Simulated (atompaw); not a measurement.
## An all-electron radial function and its pseudo partner (arsenic)

Columns: radius, all-electron u(r) and pseudo u(r) of the 4s shell (level -14.50 eV) of arsenic in the configuration [Ar] 3d10 4s2 4p3; PBEsol, scalar-relativistic, PAW (atompaw) scheme, atompaw 4.2.0.5.

```tsv
r (bohr)	all-electron	pseudo
0.077	0.0935	0.0535
0.154	0.2233	0.1070
0.231	0.0308	0.1604
0.308	-0.2028	0.2136
0.385	-0.3448	0.2666
0.462	-0.3759	0.3191
0.538	-0.3218	0.3703
0.615	-0.2132	0.4213
0.692	-0.0773	0.4709
0.769	0.0665	0.5190
0.846	0.2057	0.5649
0.923	0.3332	0.6081
1.000	0.4450	0.6482
1.077	0.5399	0.6847
1.154	0.6179	0.7170
1.231	0.6796	0.7446
1.308	0.7268	0.7672
1.385	0.7608	0.7843
1.462	0.7832	0.7959
1.538	0.7954	0.8016
1.615	0.7993	0.8019
1.692	0.7958	0.7967
1.769	0.7863	0.7865
1.846	0.7718	0.7718
1.923	0.7533	0.7533
2.000	0.7317	0.7317
```

Task: How many radial nodes do the two functions have?

Result: The all-electron 4s function has n − l − 1 = 3 (the table is too coarse to show those close to the nucleus); the pseudo-wave has 0, since the states of the same l below it are removed with the core.

Task: Where does each function peak?

Result: Outermost all-electron maximum near 1.61 bohr, pseudo maximum near 1.61 bohr (to the table’s step).

Task: Is the pseudo-wave norm-conserving?

Result: No, it belongs to a PAW set: the norm inside the radius is not constrained, and the difference is carried by the augmentation charge.
